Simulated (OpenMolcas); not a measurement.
Ag2+ (d9) among equal point charges was computed by CASSCF with the d shell active (OpenMolcas, ANO-RCC-VDZP on the metal). Its lowest spin-free states, and all those of the highest spin:

| 2S+1 | Degeneracy | E (cm-1) |
| --- | --- | --- |
| 2 | 1 | 0.0 |
| 2 | 1 | 3664 |
| 2 | 2 | 7671 |
| 2 | 1 | 7856 |

Q: Is the site octahedral, tetrahedral or cube-like, axial, or of lower symmetry?

A: The states with 2S+1 = 2 have orbital degeneracies 1, 1, 2, 1. There are pairs but no triples, so the site is axial: not cubic, but with a proper or improper axis of order three or more. The run had Ag2+ among 5 point charges of -1 e arranged as a square pyramid (C4v), 2.04 Å from the ion, with the axial distance 2.448 Å.

Point charges carry no covalency, so the field is a model and not that of real ligands. An unlabelled pair can be two single states that coincide in this model. No measured value stands beside these numbers.
